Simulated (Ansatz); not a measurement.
Start from `[GeH3][SiH2][GeH3]` and change one atom or group to get `O[SiH2][GeH3]`.

Ansatz, PBE0-D4/def2-TZVP geometries, multiplicity 1. Each molecule was computed in one conformer, which needn't be the lowest.

Scalar relativity is left out up to krypton.

| property | `[GeH3][SiH2][GeH3]` |
| --- | --- |
| ideal-gas entropy at 298 K and 1 bar (rigid rotor, harmonic PBE0-D4/def2-TZVP) / J/(mol·K) | 373 |
| HOMO energy (ωB97M-V/def2-TZVPP) / eV | -9.91 |
| LUMO energy (B3LYP/def2-TZVPP) / eV | -0.31 |
| size of the dipole moment (B3LYP/def2-TZVPP) / D | 0.19 |
| HOMO–LUMO gap (PBE/def2-TZVPP) / eV | 5.99 |
| HOMO energy (PBE/def2-TZVPP) / eV | -6.90 |

(1) Give the same properties after the change, and the shifts. (Best estimate.)

Results:

(1) The calculation gave: 
```tsv
property	`O[SiH2][GeH3]`	shift
ideal-gas entropy at 298 K and 1 bar (rigid rotor, harmonic PBE0-D4/def2-TZVP) / J/(mol·K)	334	-39
HOMO energy (ωB97M-V/def2-TZVPP) / eV	-10.13	-0.22
LUMO energy (B3LYP/def2-TZVPP) / eV	-0.54	-0.23
size of the dipole moment (B3LYP/def2-TZVPP) / D	1.47	1.28
HOMO–LUMO gap (PBE/def2-TZVPP) / eV	5.78	-0.21
HOMO energy (PBE/def2-TZVPP) / eV	-6.93	-0.03
```

With PBE0 the HOMO falls by 0.14 eV and the LUMO falls by 0.21 eV, so the gap narrows by about 0.07 eV. PBE moves the HOMO by -0.03 eV and ωB97M-V by -0.22 eV. The zero-point energy changes by -24.5 kJ/mol with -6 modes. Dipoles are sizes alone; their direction can turn.

B3LYP here is the variant with VWN-RPA as its local correlation; programs differ in this.
